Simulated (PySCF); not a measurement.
Mo(O)2(OH) (HMoO₃), SMILES [O]=[Mo](=[O])[OH] (connectivity only; charge and spin as stated), neutral, multiplicity 2.

Coordinates come from a PBE-D3(BJ)/def2-SVP optimisation. The geometry has at least one imaginary mode, so it is a saddle point at that level. The spin state was assumed, not searched. The isomer is the one that the SMILES or the coordinates give; other isomers of the formula were not compared. The def2 effective core potentials stand for the cores of Mo; spin–orbit coupling is left out. Other conformers were not sampled.

All values below come from PBE-D3(BJ)/def2-SVP (PySCF 2.14.0).

Frequencies are harmonic and unscaled.

Task: List the normal modes with their intensities. (An estimate is asked for; the answer gives what the named calculation found.)

Result: 
```csv
mode,ν (cm⁻¹),IR (km/mol),moving atoms (share of kinetic energy)
1,342i,169.6,"H 80 %, O 19 %"
2,128i,0.3,"O 54 %, Mo 31 %, H 16 %"
3,202,1.3,"O 73 %, H 14 %, Mo 13 %"
4,315,0.5,"O 91 %, Mo 9 %"
5,464,109.3,"H 75 %, O 22 %"
6,751,78.7,"O 81 %, Mo 14 %"
7,972,187.0,"O 80 %, Mo 20 %"
8,995,79.6,"O 89 %, Mo 11 %"
9,3830,324.9,H 94 %
```
